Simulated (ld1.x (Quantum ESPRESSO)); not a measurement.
# Which change was made? (Ca, TM)

```
Element                 : calcium (Ca)
Generator               : ld1.x (Quantum ESPRESSO) 7.5
Type                    : norm-conserving Troullier–Martins (Kleinman–Bylander form)
Functional              : PBE
Relativity              : scalar-relativistic
Frozen core             : [Ne] 3s2
Valence charge          : 8
Reference configuration : 3p6 3d0 4s1.75 4p0.25
Partial waves           : 3p (bound): rc 1.80 bohr; 3d (bound, empty): rc 1.65 bohr; 4s (bound): rc 3.55 bohr
Local potential         : the s channel
Core correction         : none
```

Occupied shells without a wave of their own: 4p. They enter only through the test configuration that unscreens the potential.

Cutoffs, loose and tight: the cutoffs (Ry, on a coarse ladder) from which the occupation-weighted sum of valence levels, in a spherical-Bessel basis at the reference potential, stays within 10 and 1 mRy of its value at 400 Ry. They do not see the model core or the augmentation charge, which bear on the density cutoff. Test errors are all-electron minus pseudo excitation energies from the reference, over the configurations 3p6 3d0 4s2 4p0; 3p6 3d0 4s1 4p0; 3p6 3d0 4s0 4p0; 3p6 3d0 4s0 4p2; 3p6 3d0 4s0 4p1; 3p6 3d0 4s1.5 4p0; 3p6 3d1 4s0 4p0; variants that change the core or the reference have their own tests.

The base gives: outcome: generated, misses its reference levels by 0.34 eV; cutoff, loose: 30 Ry; cutoff, tight: 50 Ry; bound ghosts: none; largest test error (meV): -798.

Problem. After one change the result is: outcome: generated, misses its reference levels by 0.34 eV; cutoff, loose: 60 Ry; cutoff, tight: 90 Ry; bound ghosts: none; largest test error (meV): -798. Which change was it?
A. wave 3p (bound): rc 1.80 bohr becomes 3p (bound): rc 2.72 bohr
B. wave 3p (bound): rc 1.80 bohr becomes 3p (bound): rc 1.18 bohr
C. wave 3p (bound): rc 1.80 bohr becomes 3p (bound): rc 1.44 bohr

Solution. B. The others give: wave 3p (bound): rc 1.80 bohr becomes 3p (bound): rc 2.72 bohr → outcome: generated, misses its reference levels by 0.35 eV; cutoff, loose: 25 Ry; cutoff, tight: 40 Ry; bound ghosts: none; largest test error (meV): -817 | wave 3p (bound): rc 1.80 bohr becomes 3p (bound): rc 1.44 bohr → outcome: generated, misses its reference levels by 0.34 eV; cutoff, loose: 40 Ry; cutoff, tight: 70 Ry; bound ghosts: none; largest test error (meV): -798.
